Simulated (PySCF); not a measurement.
**Circular dichroism: `InChI=1S/C7H13N/c1-4-5-2-6(4)7(8)3-5/h4-7H,2-3,8H2,1H3/t4-,5+,6+,7+/m1/s1`**

Cartesian coordinates in Å; atom numbers follow the order of the lines, from 1:
```xyz
21

C    -1.5629   -1.2525   -0.3256
C    -1.1780    0.0014    0.4340
C    -0.5873    1.2303   -0.2865
C    -0.0066    1.6228    1.0822
C     0.1407    0.0985    1.2290
C     1.2362   -0.1660    0.1855
N     1.4028   -1.5682   -0.1579
C     0.6480    0.6621   -0.9844
H    -0.6985   -1.7101   -0.7928
H    -2.3027   -1.0088   -1.0860
H    -2.0010   -1.9751    0.3601
H    -2.0162    0.3099    1.0644
H    -1.2096    1.9106   -0.8627
H     0.9073    2.2150    1.0873
H    -0.7370    2.0576    1.7602
H     0.2640   -0.3791    2.1979
H     2.1838    0.2805    0.5388
H     2.1718   -1.6766   -0.8106
H     1.6174   -2.1085    0.6732
H     0.3937    0.0267   -1.8297
H     1.3253    1.4464   -1.3222
```

Method: TDDFT PBE0/def2-SVPD circular dichroism and optical rotation, one conformer, gas phase (PySCF 2.14.0). Geometry: GFN2-xTB.

The molecule is flexible and this is one conformer; a measurement averages over conformers. States above about 6.7 eV (minus the energy of the highest occupied orbital) lie near or above the ionisation threshold and depend on the basis.

**Question.** What are the CIP labels of the stereocentres?

**Answer.** C2 R, C3 S, C5 S, C6 S.

**Question.** List the lowest 16 singlet excitations with oscillator and rotatory strengths.

**Answer.** Rotatory strengths R in 10⁻⁴⁰ esu² cm², velocity form and length form (origin at the centre of mass); f in length form.
```
state  E (eV)  λ (nm)       f  R (velocity)  R (length)                                  main
    1    6.08     204   0.009          +6.0        +6.6      HOMO→LUMO 0.86, HOMO→LUMO+1 0.13
    2    6.87     180   0.018          -3.7        -4.0      HOMO→LUMO+1 0.78, HOMO→LUMO 0.13
    3    7.00     177   0.026          -3.5        -3.3                      HOMO→LUMO+2 0.90
    4    7.16     173  0.0003          +3.9        +3.9                      HOMO→LUMO+3 0.87
    5    7.76     160   0.004         -10.3       -10.1    HOMO→LUMO+4 0.73, HOMO→LUMO+5 0.12
    6    7.89     157  0.0009          +0.7        -0.1    HOMO→LUMO+5 0.67, HOMO→LUMO+4 0.16
    7    7.95     156   0.009          -2.9        -2.9                      HOMO−1→LUMO 0.82
    8    7.99     155   0.011          +8.8        +8.3    HOMO→LUMO+6 0.48, HOMO→LUMO+7 0.24
    9    8.13     153   0.009          -1.4        -0.9    HOMO→LUMO+7 0.62, HOMO→LUMO+6 0.33
   10    8.21     151   0.009          +4.9        +5.0                      HOMO−2→LUMO 0.89
   11    8.31     149   0.010         -23.5       -23.7  HOMO−3→LUMO 0.59, HOMO−1→LUMO+1 0.32
   12    8.37     148   0.006          +9.8        +9.7  HOMO−1→LUMO+1 0.54, HOMO−3→LUMO 0.34
   13    8.44     147   8e-05          +1.1        +2.2                      HOMO→LUMO+8 0.90
   14    8.50     146   0.015          +5.0        +4.9  HOMO−1→LUMO+2 0.84, HOMO−4→LUMO 0.09
   15    8.52     146   0.032         -19.1       -19.7  HOMO−4→LUMO 0.74, HOMO−1→LUMO+2 0.09
   16    8.62     144   0.002          +8.0        +8.8                    HOMO−2→LUMO+1 0.85
```

For state 6 the two forms differ in sign, so the sign of R isn't settled.

Among the states computed, the strongest CD band (largest |R|) is state 11. The largest dissymmetry factor in size, g = 4R/(D+G), with D and G the electric and magnetic dipole strengths, is +0.19 for state 13 (velocity form, f = 8e-05), among bands with |R| over 0.5. The mirror image has the same energies and oscillator strengths and all R with the opposite sign.
